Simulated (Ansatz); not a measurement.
H$_{3}$B, charge -1, doublet, geometry from GFN2-xTB (a state made from the parent by changing its charge; the spin is typed, not shown lowest) (a gas-phase anion, which may not be bound at this level). Base run: CCSD(T)/6-31G* (Ansatz, a program for electronic structure).

Ansatz was given this input:
Ansatz 0.2 input:
```yaml
crystal:
  periodic: [false, false, false]
  atoms:
    - {symbol: B, position_ang: [-0.02295689, 0.11293440, 0.07973905]}
    - {symbol: H, position_ang: [-1.12938022, -0.24504002, -0.38859424]}
    - {symbol: H, position_ang: [0.47162964, -0.77145882, 0.81790375]}
    - {symbol: H, position_ang: [0.77253505, 0.45182687, -0.82800475]}
basis:
  gaussian:
    orbitals: 6-31G*
total_charge: -1
magnetization: {spin_polarized: true, initial_magnetization: 1}
correlation: {method: ccsd_t}
```

The base run was repeated with changes; each row names its change, and settings that it needs were set with it.

```csv
change,ΔE vs base (kcal/mol),MP2 correlation (Eh),CC correlation without the perturbative part (Eh),basis functions
base,0.000,-0.08212,-0.10239,21
diis_vectors = 4,0.000,-0.08212,-0.10239,21
diis_vectors = 2,0.000,-0.08212,-0.10239,21
reference functional = pbe0,0.419,-,-0.10494,21
accuracy = high,0.000,-0.08212,-0.10239,21
"fitting = cc-pVTZ-JKFIT (mean field), cc-pVTZ-RIFIT (correlation)",0.010,-0.08210,-0.10237,21
lower_state_search = off,0.000,-0.08212,-0.10239,21
electrons = outside_noble_gas,0.000,-0.08212,-0.10239,21
method = rpa,[?],-,-,21
electrons = all,[?],[?],[?],21
```

What belongs in the gaps?


- method = rpa, ΔE vs base (kcal/mol): -7.26
- electrons = all, ΔE vs base (kcal/mol): -2.88
- electrons = all, MP2 correlation (Eh): -0.08655
- electrons = all, CC correlation without the perturbative part (Eh): -0.10693

A gas-phase anion may not be bound at this level; its values then depend on the basis.
